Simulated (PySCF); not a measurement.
C₂H₆N, SMILES [NH+](=C)C, charge +1.

Geometry: PBE-D3(BJ)/def2-TZVP. The isomer is the one that the SMILES or the coordinates give; other isomers of the formula were not compared.

Method: M06-2X/def2-TZVPD (PySCF).

The molecule is in vacuum.

The total energy is -134.27660 hartree and the point group is Cs. The highest occupied level comes out as -17.27 eV and the lowest empty level is -6.74 eV. The orbital gap is 10.53 eV and the dipole moment about the centre of nuclear charge is 1.38 D. The mean static polarisability comes out as 29.8 bohr³ (4.42 Å³) and the polarisability, principal values comes out as 22.2, 27.6, 39.7 bohr³.
